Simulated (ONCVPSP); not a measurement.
# u(r) = r·R(r): atom against pseudo-atom (Fe)

Columns: radius, all-electron u(r) and pseudo u(r) of the 3s shell (level -87.27 eV) of iron in the configuration [Ne] 3s2 3p6 3d7 4s1; PBE, non-relativistic, ONCV scheme, ONCVPSP 4.0.1.

```csv
r (bohr),all-electron,pseudo
0.085,-0.0795,0.2058
0.170,-0.6393,0.4050
0.255,-0.4544,0.5911
0.340,0.0549,0.7574
0.425,0.5597,0.8974
0.510,0.9294,1.0050
0.595,1.1431,1.0757
0.680,1.2260,1.1073
0.765,1.2152,1.1003
0.850,1.1458,1.0591
0.935,1.0439,0.9900
1.020,0.9282,0.9010
1.105,0.8107,0.8006
1.190,0.6985,0.6965
1.275,0.5957,0.5957
1.360,0.5039,0.5039
1.445,0.4234,0.4234
1.530,0.3540,0.3540
1.615,0.2946,0.2946
1.700,0.2443,0.2443
1.785,0.2021,0.2021
1.870,0.1667,0.1667
1.955,0.1372,0.1372
2.040,0.1127,0.1127
2.125,0.0925,0.0925
2.210,0.0758,0.0758
```

Question: How many radial nodes do the two functions have?

Answer: The all-electron 3s function has n − l − 1 = 2 (the table is too coarse to show those close to the nucleus); the pseudo-wave has 0, since the states of the same l below it are removed with the core.

Question: At about which radius was the pseudo-wave matched?

Answer: 1.30 bohr, where the columns begin to agree (steps of 0.09 bohr).

Question: Is the pseudo-wave norm-conserving?

Answer: Yes: the ONCV scheme keeps the norm inside the radius equal to the all-electron one, which fixes the energy derivative of the logarithmic derivative at the level.
